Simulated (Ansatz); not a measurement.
One change: `CB(C)C` becomes `[CH3][In]([CH3])[CH3]`.

Ansatz, PBE0-D4/def2-TZVP geometries, multiplicity 1. 

Elements past krypton have def2 core potentials.

```
                               property  `CB(C)C`
      HOMO energy (PBE/def2-TZVPP) / eV     -7.11
    HOMO energy (B3LYP/def2-TZVPP) / eV     -8.30
HOMO–LUMO gap (ωB97M-V/def2-TZVPP) / eV     12.68
    HOMO–LUMO gap (PBE/def2-TZVPP) / eV      5.97
     HOMO energy (PBE0/def2-TZVPP) / eV     -8.49
  HOMO energy (ωB97M-V/def2-TZVPP) / eV    -10.82
```

(1) What does the change do to each property? (Best estimate.)

## Answers

(1) Computed: 
```tsv
property	`[CH3][In]([CH3])[CH3]`	shift
HOMO energy (PBE/def2-TZVPP) / eV	-5.86	1.25
HOMO energy (B3LYP/def2-TZVPP) / eV	-6.78	1.52
HOMO–LUMO gap (ωB97M-V/def2-TZVPP) / eV	9.66	-3.02
HOMO–LUMO gap (PBE/def2-TZVPP) / eV	4.28	-1.69
HOMO energy (PBE0/def2-TZVPP) / eV	-7.00	1.49
HOMO energy (ωB97M-V/def2-TZVPP) / eV	-9.18	1.64
```

With PBE0 the HOMO rises by 1.49 eV and the LUMO falls by 0.74 eV, so the gap narrows by about 2.23 eV. PBE moves the HOMO by 1.25 eV and ωB97M-V by 1.64 eV.

B3LYP here is the variant with VWN-RPA as its local correlation; programs differ in this.
